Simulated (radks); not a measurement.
Values are calculated unless marked as measured or tabulated.
These are the eigenvalues of the occupied orbitals of an atom or ion with whole-number occupations (hartree). Code: a radial shooting solver on a logarithmic mesh with Libxc functionals. Model: non-relativistic Kohn-Sham, r2SCAN, spin-unpolarised, spherical densities, point nucleus; meta-GGA in the generalised Kohn-Sham scheme.

| orbital | eigenvalue |
|---|---|
| 1s | -2689.256 |
| 2s | -450.4011 |
| 2p | -432.8307 |
| 3s | -106.3373 |
| 3p | -98.06746 |
| 3d | -82.66845 |
| 4s | -23.28326 |
| 4p | -19.68522 |
| 4d | -13.08869 |
| 4f | -4.28962 |
| 5s | -3.96588 |
| 5p | -2.82359 |
| 5d | -1.04215 |

Which element is it, and in what charge state? The configuration may be excited.

Answer. Z = 79, gold, charge +2: Au2+ in [Xe] 4f14 5d9. The list shows which subshells hold electrons but not how many an open one holds; the 1s level, -2689.3 hartree, gives Z - s = 73.3 by -(Z - s)^2/2, which with screening narrows Z to a few neighbours, and the depths of the outer levels then fix element, charge and occupations together.
